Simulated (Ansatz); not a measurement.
Job for Ansatz (an electronic-structure program): R-CCSD(T)/cc-pVTZ on C3H9Ga (SMILES [CH3][Ga]([CH3])[CH3]).

Ansatz 0.2 input:
```yaml
crystal:
  periodic: [false, false, false]
  atoms:
    - {symbol: C, position_ang: [-0.82548287, 1.70649614, 0.59656632]}
    - {symbol: Ga, position_ang: [-0.00755536, -0.02109974, 0.04693211]}
    - {symbol: C, position_ang: [1.95423517, -0.29235343, 0.22912484]}
    - {symbol: C, position_ang: [-1.13679111, -1.43642102, -0.77590240]}
    - {symbol: H, position_ang: [-0.80353324, 2.40410526, -0.26021243]}
    - {symbol: H, position_ang: [-0.27121887, 2.18464076, 1.41950172]}
    - {symbol: H, position_ang: [-1.87940211, 1.59040195, 0.89457913]}
    - {symbol: H, position_ang: [2.45502316, 0.07522910, -0.68483180]}
    - {symbol: H, position_ang: [2.21839718, -1.35576019, 0.34008869]}
    - {symbol: H, position_ang: [2.37294277, 0.27121779, 1.07778266]}
    - {symbol: H, position_ang: [-1.18114883, -1.27224711, -1.86782850]}
    - {symbol: H, position_ang: [-0.72318594, -2.44431618, -0.61460016]}
    - {symbol: H, position_ang: [-2.17217994, -1.40989333, -0.40120017]}
basis:
  gaussian:
    orbitals: cc-pVTZ
magnetization: {spin_polarized: false}
correlation: {method: ccsd_t, electrons: outside_noble_gas}
scf: {lower_state_search: off}
```

Output:

```
WARN ansatz: RAYON_NUM_THREADS=4 ignored (pool sized by the plan → 4); use --threads N
Functional definition: HF
these checks for a lower state are left out or cut short: stability, starts, cluster_reference, orbital_swaps, neighbouring_geometries, increment
integrals: 1.72 GiB planned
1462 factors; integrals over basis functions are off by at most 1.3e-3 eV
mean field: 1.01 GiB planned
mean field evaluation 1: about -55566.3136 eV, gradient 4.0e1 eV
mean field evaluation 2: about -55566.3836 eV, gradient 4.0e1 eV
mean field evaluation 4: about -55570.3135 eV, gradient 3.1e0 eV
mean field evaluation 8: about -55570.3577 eV, gradient 1.9e-1 eV
mean field -55570.35787204 eV, -2042.1729848561 hartree, gradient 1.7e-6 eV, S^2 0.000000; 0 other end points of the search recorded, 0 dependent functions left out
17 core orbitals not correlated
reference -55570.35787204 eV, -2042.1729848561 hartree; 12, 12 occupied and 230, 230 virtual orbitals, 1462 factors
second order -16.95752393 eV of doubles, -0.00000000 eV of singles
coupled cluster: 5.26 GiB planned
cycle   1  -17.84224964 eV  change   -8.8e-1 eV  update   7.9e-2
cycle   2  -18.26186431 eV  change   -4.2e-1 eV  update   2.3e-2
cycle   3  -18.31967240 eV  change   -5.8e-2 eV  update   8.2e-3
cycle   4  -18.31888909 eV  change    7.8e-4 eV  update   1.9e-3
cycle   5  -18.31889120 eV  change   -2.1e-6 eV  update   6.0e-4
cycle   6  -18.31880971 eV  change    8.1e-5 eV  update   1.7e-4
cycle   7  -18.31879165 eV  change    1.8e-5 eV  update   4.5e-5
cycle   8  -18.31880111 eV  change   -9.5e-6 eV  update   1.5e-5
perturbative correction -0.68388185 eV, -0.0251321944 hartree
Total energy: -55589.36055500 eV, -2042.8713205743 hartree
Checks for a lower state left out: stability, starts, cluster_reference, orbital_swaps, neighbouring_geometries, increment
```

Self-consistency was reached.

Cost: very roughly 4 core-minutes.
